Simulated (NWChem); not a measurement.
System: C$_{4}$H$_{12}$Si; SMILES C[Si](C)(C)C

```xyz
17

C     -1.1781    -1.2053     0.8671
Si     0.0004    -0.0001     0.0003
C      1.3697    -0.9745    -0.8762
C     -0.9638     1.0188    -1.2744
C      0.7726     1.1613     1.2838
H     -1.6470    -1.8997     0.1397
H     -1.9926    -0.6622     1.3896
H     -0.6417    -1.8172     1.6216
H      2.0762    -0.2937    -1.3945
H      0.9466    -1.6644    -1.6354
H      1.9539    -1.5827    -0.1549
H     -1.4289     0.3649    -2.0408
H     -1.7743     1.6021    -0.7904
H     -0.2991     1.7354    -1.7999
H     -0.0070     1.7463     1.8141
H      1.3450     0.5925     2.0455
H      1.4686     1.8809     0.8055
```
Atoms are numbered in this order, from 1.

Level: PBE-D3(BJ)/def2-SVP (NWChem), optimised geometry, unscaled harmonic frequencies. 

### Question
List the harmonic frequencies with IR intensities, and the thermochemistry.

### Answer
```
frequency (cm⁻¹)  IR intensity (km/mol)
----------------  ---------------------
143                                 0.0
164                                 0.0
165                                 0.0
165                                 0.0
178                                 0.0
178                                 0.0
221                                 2.2
221                                 2.2
221                                 2.2
572                                 0.0
650                                 0.0
650                                 0.0
650                                 0.0
677                                 9.2
677                                 9.2
677                                 9.2
794                                 0.0
794                                 0.0
850                               132.1
850                               132.1
850                               132.2
1211                               30.9
1211                               30.9
1211                               30.9
1224                                0.0
1377                                0.0
1377                                0.0
1377                                0.0
1381                                0.0
1381                                0.0
1397                                6.0
1397                                6.0
1397                                5.9
2969                                8.0
2969                                7.9
2969                                8.0
2971                                0.0
3066                                0.2
3066                                0.1
3067                                0.3
3067                                0.1
3067                                0.4
3068                               20.9
3068                               20.9
3068                               21.1
```

| Quantity | Value |
|---|---|
| zero-point energy | 89.6 kcal/mol |
| thermal correction to the enthalpy at 298.15 K (with zero-point energy) | 96.2 kcal/mol |
| heat capacity Cv | 33.9 cal/(mol K) |
| entropy at 298.15 K and 1 atm (symmetry number 12) | 85.9 cal/(mol K) |
| dipole moment | 0.00 D |

Rigid rotor and harmonic oscillator.
